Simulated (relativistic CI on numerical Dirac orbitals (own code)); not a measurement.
## d2 in a ligand field

Computed with a parametric ligand-field model of a d^n configuration (Racah B and C, spin-orbit zeta, crystal field), exact diagonalisation.

Field parameters in Wybourne normalisation: D3d B²₀ = −7Dσ, B⁴₀ = −14Dq − 21Dτ, B⁴₃ = −14√(10/7) Dq; D4h B²₀ = −7Ds, B⁴₀ = 21(Dq − Dt), B⁴₄ = 21√(5/14) Dq; Oh B⁴₀ = 21Dq, B⁴₄ = √(5/14) B⁴₀. The field is a parameter set, without covalency.

(1) Ground term and bands for B = 790, C = 3800, ζ = 0 cm⁻¹, D4h, 10Dq = 17850, Ds = -1500, Dt = -510 cm⁻¹?

(2) Ground term and bands for B = 790, C = 3200, ζ = 0 cm⁻¹, D3d, 10Dq = 9900, Dσ = -1200, Dτ = 320 cm⁻¹?

(3) Ground term and bands for B = 470, C = 1780, ζ = 0 cm⁻¹, D4h, 10Dq = 29800, Ds = -60, Dt = 220 cm⁻¹?

(4) Ground term and bands for B = 370, C = 1600, ζ = 0 cm⁻¹, Oh, 10Dq = 5000 cm⁻¹?

(5) Ground term and bands for B = 700, C = 2550, ζ = 0 cm⁻¹, D3d, 10Dq = 19500, Dσ = -1200, Dτ = 110 cm⁻¹?

## Answers

(1) Ground term 3E with 0.02 electrons in the two orbitals of the cubic e set. Spin-allowed: 3A2 1649 cm⁻¹, 3E 17475 cm⁻¹ (572 nm), 3B2 22797 cm⁻¹ (439 nm), 3A2 24745 cm⁻¹ (404 nm). Lowest spin-forbidden: 1A1 12054 cm⁻¹ (830 nm), 1E 12664 cm⁻¹ (790 nm), 1B2 14667 cm⁻¹ (682 nm).

(2) Ground term 3E with 0.11 electrons in the two orbitals of the cubic e set. Spin-allowed: 3A2 719 cm⁻¹, 3A1 10071 cm⁻¹ (993 nm), 3E 10863 cm⁻¹ (921 nm), 3A2 17062 cm⁻¹ (586 nm). Lowest spin-forbidden: 1E 11474 cm⁻¹ (872 nm), 1A1 11528 cm⁻¹ (867 nm), 1E 12154 cm⁻¹ (823 nm).

(3) Ground term 3E with 0.01 electrons in the two orbitals of the cubic e set. Spin-allowed: 3A2 1266 cm⁻¹, 3B2 26487 cm⁻¹ (378 nm), 3E 28386 cm⁻¹ (352 nm), 3A2 33237 cm⁻¹ (301 nm). Lowest spin-forbidden: 1A1 5997 cm⁻¹ (1668 nm), 1E 6526 cm⁻¹ (1532 nm), 1B2 7795 cm⁻¹ (1283 nm).

(4) Ground term 3T1 with 0.06 electrons in the two orbitals of the cubic e set. Spin-allowed: 3T2 4445 cm⁻¹ (2250 nm), 3T1 9439 cm⁻¹ (1059 nm), 3A2 9445 cm⁻¹ (1059 nm). Lowest spin-forbidden: 1T2 5644 cm⁻¹ (1772 nm), 1E 5807 cm⁻¹ (1722 nm), 1T2 10936 cm⁻¹ (914 nm).

(5) Ground term 3A2 with 0.00 electrons in the two orbitals of the cubic e set. Spin-allowed: 3E 1723 cm⁻¹, 3A1 18859 cm⁻¹ (530 nm), 3E 20064 cm⁻¹ (498 nm), 3A2 26747 cm⁻¹ (374 nm). Lowest spin-forbidden: 1E 9182 cm⁻¹ (1089 nm), 1A1 11481 cm⁻¹ (871 nm), 1E 11694 cm⁻¹ (855 nm).
